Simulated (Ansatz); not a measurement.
`C[Te][GeH3]` at its PBE0-D4/def2-TZVP geometry, where that method's forces vanish. The species carries charge 0 and has multiplicity 1. Te takes the def2 core potential.

```xyz
9

C     0.0076   -1.7414   -0.1220
Te   -1.5274   -0.3365    0.4162
Ge   -0.0233    1.6977    0.1236
H     0.3419   -1.5502   -1.1390
H    -0.4420   -2.7311   -0.0618
H     0.8351   -1.6699    0.5798
H    -0.8668    2.9379    0.4502
H     0.4930    1.7786   -1.3236
H     1.1818    1.6149    1.0766
```

Task: What forces (eV/Å) does r2SCAN-D4/def2-TZVPP give on these atoms in Ansatz? (An estimate is asked.)

Result: Computed: 
```
C1   0.140 -0.119 -0.049
Te2 -0.139  0.088  0.046
Ge3  0.028  0.045 -0.005
H4  -0.009 -0.007  0.027
H5   0.010  0.030 -0.001
H6  -0.021 -0.003 -0.018
H7   0.046 -0.055 -0.017
H8  -0.014  0.007  0.058
H9  -0.042  0.014 -0.040
```
